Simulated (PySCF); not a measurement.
# One molecule, several mistakes: Al2CClH4

All numbers below are calculated, not measured. The program is PySCF 2.14.0, an open-source quantum chemistry code, run on an isolated molecule that a program drew, which may never have been made. The molecule is Al2CClH4 (charge 0, doublet), drawn as the SMILES string `[CH3][Al]([AlH])[Cl]`.

Each row is a Hartree-Fock (HF) and frozen-core CCSD(T) single point in the cc-pV(D+d)Z basis, meant for a local HF minimum. Run 1 is clean. Each other run has one planted mistake out of seven kinds, and not every kind appears here: one electron removed, one electron added, multiplicity raised by two, geometry at a saddle point, minimal basis STO-3G, one bond length entered in bohr, all coordinates scaled. The reference is restricted for singlets and unrestricted otherwise, and also for a bond in bohr. Adding or removing an electron swaps singlet and doublet. Electrons count all cores. HOMO and LUMO are orbital energies over both spins, the gradient is its largest component, and the lowest frequency (negative if imaginary) is given only where the gradient is small. Bond lengths are over the 7 bonds as drawn. T1 is the CCSD diagnostic: over 0.02 (restricted) or 0.045 (unrestricted) a single reference is doubtful.

Geometry of the clean run:
```xyz
8
Al2CClH4, angstrom
C    -0.5895    0.4186    0.6881
Al   -0.4380   -1.5344    0.6416
Al   -0.1182   -3.2176    2.6006
Cl   -0.8570   -2.4394   -1.2575
H     0.0677    0.8741   -0.0615
H    -0.3347    0.8435    1.6640
H    -1.6122    0.7288    0.4427
H     1.2771   -3.8287    3.0697
```

| run | electrons | basis functions | <S^2> | HOMO (eV) | LUMO (eV) | gradient (hartree/bohr) | lowest frequency (cm^-1) | mean bond (Å) | longest bond (Å) | T1 | HF (hartree) | CCSD(T) (hartree) | mistake |
|---|---|---|---|---|---|---|---|---|---|---|---|---|---|
| 1 | 53 | 103 | 0.782 | -7.54 | 0.28 | 1.6e-05 | 45 | 1.6554 | 2.602 | 0.0160 | -983.59279 | -984.04344 | no fault |
| 2 | 53 | 103 | 3.759 | -6.62 | -1.52 | 2.9e-02 | - | 1.6554 | 2.602 | 0.0239 | -983.49840 | -983.93893 | multiplicity raised by two |
| 3 | 52 | 103 | 0.000 | -14.93 | -6.15 | 3.5e-02 | - | 1.6554 | 2.602 | 0.0153 | -983.34109 | -983.78775 | one electron removed |
| 4 | 53 | 103 | 0.783 | -7.70 | 0.14 | 3.4e-02 | - | 1.7465 | 2.746 | 0.0168 | -983.57633 | -984.03083 | all coordinates scaled |
| 5 | 53 | 36 | 0.771 | -3.79 | 6.55 | 3.6e-02 | - | 1.6554 | 2.602 | 0.0107 | -972.37445 | -972.51150 | ? |
| 6 | 53 | 103 | 1.375 | -7.61 | 0.26 | 9.1e-03 | - | 1.8580 | 3.012 | 0.0455 | -983.51483 | -983.95627 | ? |

**Which mistake was planted in run 5, and what did it cost?**

It has 36 basis functions where the clean run has 103, with the same electrons and geometry. So the mistake is: minimal basis STO-3G. Subtracting run 1 and multiplying by 627.51 kcal/mol a hartree, the energy moved by 7039.6 kcal/mol in HF and 7236.4 kcal/mol in CCSD(T).

**Which mistake was planted in run 6, and what did it cost?**

The mean bond changes by a factor of 1.122 and the longest by 1.158, so the molecule wasn't scaled as a whole. A length L in bohr read as angstrom grows by (1/0.5292 - 1) L = 0.890 L. The 7 bonds together grew by 7 x 0.2026 = 1.418 Å, which gives L = 1.594 Å. That is bond Al3-H8, 1.594 Å in the clean geometry. So the mistake is: one bond length entered in bohr. Subtracting run 1 and multiplying by 627.51 kcal/mol a hartree, the energy moved by 48.9 kcal/mol in HF and 54.7 kcal/mol in CCSD(T).

Cautions from the logs. Run 6: T1 is over the limit, so its CCSD(T) energy is less reliable.
